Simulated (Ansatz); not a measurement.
Gas-phase electronic energies from Ansatz, PBE0-D4/def2-TZVP geometries. CCSD(T)/CBS is the MP2 limit (def2-TZVPP, def2-QZVPP) plus CCSD(T) − MP2 in def2-TZVPP, frozen cores. This one scheme is used for every species. Functionals use def2-TZVPP. For Ge outer-core shells are correlated without core-valence functions, which leaves a few kJ/mol of doubt a bond. Scalar relativity is left out up to krypton. One conformer a species, not always the lowest.

`[AlH2][NH][SiH2][GeH3]` + H–F → `F[SiH2][NH][AlH2]` + GeH₄  (cleavage of the Si–Ge bond)

| level | ΔE (kJ/mol) | difference from CCSD(T)/CBS |
| --- | --- | --- |
| LDA (SPW92) | -128.6 | 10.2 |
| B97M-V | -152.4 | -13.6 |
| r2SCAN0-D4 | -142.4 | -3.6 |
| CAM-B3LYP-D4 | -153.0 | -14.2 |
| ωB97M-V | -147.3 | -8.5 |
| PBE-QIDH | -139.1 | -0.3 |
| PBE | -128.2 | 10.6 |
| PBE0 | -132.7 | 6.1 |
| CAM-B3LYP | -158.8 | -20.0 |
| LC-ωPBE | -143.4 | -4.6 |
| RPA@PBE/def2-TZVPP | -142.5 | -3.7 |
| HF/def2-SVP | -164.0 | -25.2 |
| CCSD/def2-SVP | -146.4 | -7.6 |
| HF/def2-TZVPP | -173.6 | -34.8 |
| SCS-MP2/def2-TZVPP | -150.3 | -11.5 |
| CCSD/def2-TZVPP | -145.1 | -6.3 |
| CCSD(T)/CBS | -138.8 | 0 |

Largest T1 diagnostic among the species: 0.012.

From PBE to PBE0 (25 % exact exchange), in def2-TZVPP and without D4, ΔE moves by −4.5 kJ/mol. The D4 term adds +9.3 kJ/mol with B3LYP and +5.3 kJ/mol with PBE0; it sums over pairs of atoms, weighted by their polarisabilities, and B3LYP, whose exchange is more repulsive, gets the larger term.

B3LYP here is the variant with VWN-RPA as its local correlation; programs differ in this.
